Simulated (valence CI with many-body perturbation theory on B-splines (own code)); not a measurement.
# Sb: one-electron terms

Calculated by configuration interaction combined with many-body perturbation theory (CI+MBPT): five valence electrons over a frozen Dirac-Fock core [Kr] 4d10, a basis of 9 s, 9 p, 8 d, 6 f, 3 g, 1 h functions for each j, with the one-electron correlation potential Σ1 (screened to all orders), the two-electron term Σ2, the three-electron term Σ3, Breit, model QED; selected single and double excitations, second order for the rest, scaled by the run's own slope (own B-spline code, finite nucleus).

Against 19 measured levels this calculation errs by 60 cm⁻¹ on average and by 198 at most. These come from a selection out of the NIST Handbook of Basic Atomic Spectroscopic Data. Levels without a partner in it may be off by more. Among the levels kept, up to 1600 cm⁻¹ of a level comes from second order outside the variational space, and about a tenth of that is noise between levels of different J, which matters for small intervals.

These are the spectroscopic orbitals of the CI (the correlating ones are not listed), shaped by the core and the other valence electrons. h is the expectation value of the core's Dirac-Fock operator, without the valence repulsion; Σ1 is computed up to l = 3 at one energy for each symmetry, that of its lowest orbital but kept below the first core excitation, so for empty shells it is not the orbital's own correlation shift; Breit and QED include the response of the core.

```csv
Orbital,h (hartree),Σ1 (cm⁻¹),Breit (cm⁻¹),QED (cm⁻¹),⟨r⟩ (bohr)
5s1/2,-1.9104,-10694,118,141,2.323
6s1/2,-0.75257,-956,13.5,15.7,6.974
7s1/2,-0.37171,-243,3.5,4.1,15.16
8s1/2,-0.2238,-102,1.5,1.8,26.22
5p1/2,-1.5129,-6872,131,-2.3,2.888
6p1/2,-0.56087,-496,11.1,-0.2,9.449
7p1/2,-0.3008,-168,3.9,-0.1,19.00
8p1/2,-0.18918,-78.7,1.8,0.0,31.45
5p3/2,-1.4669,-6198,68.1,5.2,3.011
6p3/2,-0.55012,-484,6.2,0.5,9.656
7p3/2,-0.29641,-164,2.3,0.2,19.29
8p3/2,-0.18699,-77.2,1.1,0.1,31.81
5d3/2,-0.62854,-347,1.1,-0.3,8.389
6d3/2,-0.32979,-142,0.5,-0.1,18.32
7d3/2,-0.20332,-69.7,0.3,-0.1,31.14
5d5/2,-0.62678,-338,0.0,-0.1,8.404
6d5/2,-0.3284,-137,0.0,-0.1,18.36
7d5/2,-0.20258,-67.2,0.0,0.0,31.19
4f5/2,-0.2833,-6.0,0.0,0.0,17.90
5f5/2,-0.18195,-3.7,0.0,0.0,31.24
4f7/2,-0.28336,-6.0,0.0,0.0,17.89
5f7/2,-0.18199,-3.7,0.0,0.0,31.24
5g7/2,-0.1801,,0.0,0.0,27.47
5g9/2,-0.1801,,0.0,0.0,27.47
```

Among the shells of the start configuration 5s2 5p3, Σ1 is largest in size for 5s1/2, where it is 2.6 % of h.

Lowest root of each symmetry, sizes in configuration state functions:

```
  J  Parity  Roots  Reference  Variational  Second order  Change by selected CI (cm⁻¹)  Change by second order (cm⁻¹)
1/2    even     10         24        40000       2017055                        -18884                           -490
3/2    even     14         35        39995       3992249                        -18704                           -814
5/2    even     12         35        39986       5669029                        -18815                          -1086
7/2    even      4         23        39992       6509644                        -18952                           -743
9/2    even      2         14        39992       9761302                        -19416                           -636
1/2     odd     10         23        39998       2165191                        -20249                           -566
3/2     odd     13         37        39999       4671916                        -15380                           -557
5/2     odd      7         32        39990       4773108                        -18443                           -772
7/2     odd      3         22        39989       6822310                        -19373                           -646
9/2     odd      1         10        34007       6242181                        -19513                           -263
```
